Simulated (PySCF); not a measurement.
Species: `C1(C(C)C)=NNC[C@H]1C`. The columns A, B, C and D hold Mulliken, IAO, Hirshfeld and ESP-fitted charges (e) of one PBE0/pcSseg-1 density (PySCF), in a shuffled order. Coordinates in Å (GFN2-xTB); the density's dipole moment is (-1.12, -0.97, 1.57) D.

| atom | x | y | z | A | B | C | D |
| --- | --- | --- | --- | --- | --- | --- | --- |
| C1 | 2.309 | 0.668 | 0.913 | -0.187 | -0.411 | -0.444 | -0.121 |
| C2 | 1.372 | -0.259 | 0.135 | -0.296 | -0.106 | +0.051 | -0.020 |
| C3 | 1.902 | -0.484 | -1.284 | -0.194 | -0.411 | -0.309 | -0.120 |
| C4 | -0.001 | 0.332 | 0.084 | +0.098 | +0.087 | +0.388 | +0.053 |
| N5 | -0.250 | 1.476 | -0.416 | -0.250 | -0.198 | -0.390 | -0.121 |
| N6 | -1.587 | 1.726 | -0.409 | -0.308 | -0.287 | -0.479 | -0.114 |
| C7 | -2.285 | 0.749 | 0.436 | +0.070 | -0.179 | -0.027 | -0.030 |
| C8 | -1.251 | -0.380 | 0.584 | -0.399 | -0.137 | +0.236 | -0.028 |
| C9 | -1.577 | -1.593 | -0.286 | -0.201 | -0.417 | -0.437 | -0.118 |
| H10 | 2.353 | 1.636 | 0.422 | +0.122 | +0.149 | +0.121 | +0.037 |
| H11 | 3.310 | 0.246 | 0.958 | +0.103 | +0.133 | +0.138 | +0.038 |
| H12 | 1.947 | 0.813 | 1.929 | +0.105 | +0.137 | +0.086 | +0.035 |
| H13 | 1.316 | -1.222 | 0.653 | +0.106 | +0.126 | +0.044 | +0.037 |
| H14 | 1.942 | 0.465 | -1.811 | +0.122 | +0.149 | +0.093 | +0.038 |
| H15 | 2.901 | -0.915 | -1.250 | +0.103 | +0.133 | +0.093 | +0.038 |
| H16 | 1.250 | -1.158 | -1.834 | +0.109 | +0.137 | +0.064 | +0.036 |
| H17 | -1.803 | 2.703 | -0.270 | +0.179 | +0.268 | +0.368 | +0.122 |
| H18 | -2.557 | 1.182 | 1.408 | +0.116 | +0.126 | +0.050 | +0.035 |
| H19 | -3.194 | 0.421 | -0.070 | +0.115 | +0.142 | +0.064 | +0.040 |
| H20 | -1.133 | -0.702 | 1.624 | +0.123 | +0.137 | -0.044 | +0.040 |
| H21 | -2.501 | -2.062 | 0.046 | +0.119 | +0.140 | +0.099 | +0.041 |
| H22 | -0.776 | -2.328 | -0.228 | +0.121 | +0.139 | +0.094 | +0.041 |
| H23 | -1.694 | -1.287 | -1.324 | +0.122 | +0.144 | +0.139 | +0.042 |

Q: Which column most likely holds the ESP-fitted charges?

A: C. Σ q r misses the density's dipole by 0.09 D (C), 0.47 D (B), 1.22 D (D), 1.48 D (A). Charges fitted to the outside potential are the only set here that is tied to the molecule's multipoles.

Q: And the Hirshfeld charges?

A: D. The mean sizes are 0.059 e (D), 0.160 e (A), 0.185 e (C), 0.187 e (B), and Hirshfeld charges are commonly the smallest of these schemes.

As computed, A = Mulliken, B = IAO, C = ESP-fitted, D = Hirshfeld. Hydrogens on carbon: Mulliken +0.10 to +0.12, IAO +0.13 to +0.15, ESP-fitted -0.04 to +0.14, Hirshfeld +0.03 to +0.04 e.

The IAO scheme projects the occupied orbitals on a minimal set of polarised atomic orbitals and counts the electrons in each atom's part of it. The Hirshfeld scheme divides the density at each point in proportion to the densities of the neutral, spherically averaged free atoms.

Isolated species at its GFN2-xTB geometry (one conformer only).
